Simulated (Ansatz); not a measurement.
Reaction (redistribution): `O[SiH](S)Br` + `N[Si]Cl` → `O[Si](S)(Cl)Br` + `N[SiH]`

Isolated molecules relaxed with PBE0-D4/def2-TZVP in Ansatz; ΔE leaves out vibrations. CBS: MP2 limit from def2 TZ/QZ plus the TZ coupled-cluster correction, frozen cores. This one scheme is used for every species. DFT in def2-TZVPP. B3LYP here is the variant with VWN-RPA as its local correlation; programs differ in this. HSE06 is defined as in plane-wave codes. For Br outer-core shells are correlated without core-valence functions, which leaves a few kJ/mol of doubt a bond. Scalar relativity is left out up to krypton. Each species was taken in one conformer, which may not be the lowest.

`O[SiH](S)Br`:

Z-matrix (Å, degrees):
```
Si
S 1 2.127
Br 1 2.224 2 108.8
O 1 1.628 2 108.6 3 -122.6
H 1 1.472 2 114.2 3 119.5
H 2 1.343 1 94.0 3 -31.7
H 4 0.960 1 118.0 2 55.3
```

`N[Si]Cl`:

```xyz
5

N    -0.424   -0.092   -0.495
Si   -0.229    0.778    0.953
Cl    1.672    0.049    1.487
H    -1.258    0.008   -1.054
H     0.240   -0.742   -0.891
```

`O[Si](S)(Cl)Br`:

```xyz
7

O     1.625    0.150    0.243
Si    0.032    0.123   -0.060
S    -0.694   -1.477    1.097
Cl   -0.874    1.880    0.453
Br   -0.314   -0.132   -2.233
H     2.201    0.588   -0.387
H    -1.976   -1.132    0.886
```

`N[SiH]`:

Z-matrix (Å, degrees):
```
N
Si 1 1.707
H 1 1.008 2 126.3
H 1 1.008 2 121.7 3 -180.0
H 2 1.532 1 94.1 3 -0.0
```

Problem. Is it downhill or uphill in electronic energy at CCSD(T)/CBS, and by how much? (Best estimate.)

Solution. The calculation gave: Uphill: ΔE = +10.9 kcal/mol.

Problem. What do these levels give: revPBE-D4, B3LYP-D4, HSE06-D4, BHLYP-D4, ωB97X-V, BHLYP, CCSD/def2-SVP, CCSD/def2-TZVPP, HF/def2-QZVPP, MP2/def2-QZVPP, HF/CBS(def2), CCSD/CBS(def2)? (An estimate is asked.)

Solution. The calculation gave: revPBE-D4 10.5, B3LYP-D4 11.3, HSE06-D4 11.0, BHLYP-D4 11.0, ωB97X-V 10.8, BHLYP 12.3, CCSD/def2-SVP 9.0, CCSD/def2-TZVPP 10.6, HF/def2-QZVPP 12.2, MP2/def2-QZVPP 10.9, HF/CBS(def2) 12.2, CCSD/CBS(def2) 10.9 kcal/mol.

Largest T1 diagnostic among the species: 0.015.

The D4 term adds −1.4 kcal/mol with B3LYP and −0.8 kcal/mol with PBE0; it sums over pairs of atoms, weighted by their polarisabilities, and B3LYP, whose exchange is more repulsive, gets the larger term. From BLYP to BHLYP (50 % exact exchange), in def2-TZVPP and without D4, ΔE moves by −0.9 kcal/mol. In def2-TZVPP, CCSD(T) changes the Hartree–Fock value by −1.5 kcal/mol (the triples alone add −0.1 kcal/mol) and MP2 by −1.4 kcal/mol.
